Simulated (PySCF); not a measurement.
C₂H₁₁ClO₂Si₃, SMILES C[Si](C)(O[SiH3])O[SiH2]Cl. Atoms are numbered in the order given.

```xyz
19

Si    -1.6079    -1.3493     1.4438
O     -1.3910     0.0971     0.6635
Si    -0.7889     0.9065    -0.6520
C     -1.6026     2.5694    -0.7491
C     -0.9685    -0.1326    -2.1841
O      0.8474     1.1657    -0.3820
Si     2.0811     0.4058     0.3839
Cl     1.8912    -1.6490     0.1183
H     -1.5467    -2.4884     0.4793
H     -2.9509    -1.3328     2.0932
H     -0.5614    -1.5250     2.4919
H     -2.6822     2.4668    -0.9377
H     -1.1655     3.1733    -1.5588
H     -1.4701     3.1142     0.1977
H     -0.4227    -1.0812    -2.0642
H     -2.0249    -0.3641    -2.3901
H     -0.5540     0.3892    -3.0605
H      2.0532     0.6528     1.8486
H      3.3684     0.8210    -0.2250
```
Charge 0, spin multiplicity 1.

Geometry optimised at PBE0-D3(BJ)/def2-SVP. This is a generated structure with no PubChem entry under its InChIKey; it may be hypothetical. Other conformers were not sampled.

Calculation: PySCF with HF/pcSseg-1.

GIAO shieldings, no solvent; atoms listed in one row are averaged. δ = σ(ref) − σ: ²⁹Si against TMS (σ = 393.8 ppm); ¹⁷O against H2O (σ = 333.0 ppm); ¹³C against TMS (σ = 192.6 ppm); ³⁵Cl against HCl (σ = 958.2 ppm); ¹H against TMS (σ = 31.99 ppm), references at their B3LYP-D3(BJ)/def2-TZVP geometries, non-relativistic (without spin–orbit terms, shifts of atoms bonded to Cl or Br come out too high).

Task: Estimate the chemical shifts. (The exact figures need the calculation; the answer reports its results.)

Result: 
```json
[
 {"nucleus": "²⁹Si", "atoms": "Si3", "count": "1", "δ (ppm)": "-5.6"},
 {"nucleus": "²⁹Si", "atoms": "Si7", "count": "1", "δ (ppm)": "-28.0"},
 {"nucleus": "²⁹Si", "atoms": "Si1", "count": "1", "δ (ppm)": "-44.2"},
 {"nucleus": "¹⁷O", "atoms": "O6", "count": "1", "δ (ppm)": "69.7"},
 {"nucleus": "¹⁷O", "atoms": "O2", "count": "1", "δ (ppm)": "30.3"},
 {"nucleus": "¹³C", "atoms": "C4, C5", "count": "2", "δ (ppm)": "2.1"},
 {"nucleus": "³⁵Cl", "atoms": "Cl8", "count": "1", "δ (ppm)": "4.8"},
 {"nucleus": "¹H", "atoms": "H18", "count": "1", "δ (ppm)": "5.22"},
 {"nucleus": "¹H", "atoms": "H19", "count": "1", "δ (ppm)": "5.08"},
 {"nucleus": "¹H", "atoms": "H9, H10, H11", "count": "3", "δ (ppm)": "4.82"},
 {"nucleus": "¹H", "atoms": "H15, H16, H17", "count": "3", "δ (ppm)": "0.59"},
 {"nucleus": "¹H", "atoms": "H12, H13, H14", "count": "3", "δ (ppm)": "0.50"}
]
```
